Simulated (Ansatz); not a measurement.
Basis-set series for `C[C@@]12[C@H]3[C@H]4[C@H]5[C@H]6[C@@H]1[W-3]54632([C]#[O+])([C]#[O+])[C]#[O+]`. The species carries charge 0 and has multiplicity 1. W takes the def2 core potential. Geometry: relaxed with PBE0-D4/def2-TZVP.

```
functional       basis  functions  energy (Eh)  HOMO (eV)  LUMO (eV)
   PBE0-D4    def2-SVP        254   -677.61834      -5.96      -1.43
   PBE0-D4  def2-TZVPP        571   -678.32324      -5.97      -1.48
   ωB97M-V    def2-SVP        254   -677.98281      -7.71       0.56
   ωB97M-V  def2-TZVPP        571   -678.71184      -7.75       0.47
```

(1) Give the rows for def2-QZVPP. (Estimate.)

Answers

(1) Computed: 
```csv
functional,basis,functions,energy (Eh),HOMO (eV),LUMO (eV)
PBE0-D4,def2-QZVPP,1062,-678.35597,-5.99,-1.51
ωB97M-V,def2-QZVPP,1062,-678.74232,-7.77,0.42
```

Positive LUMOs are unbound and depend on the basis.
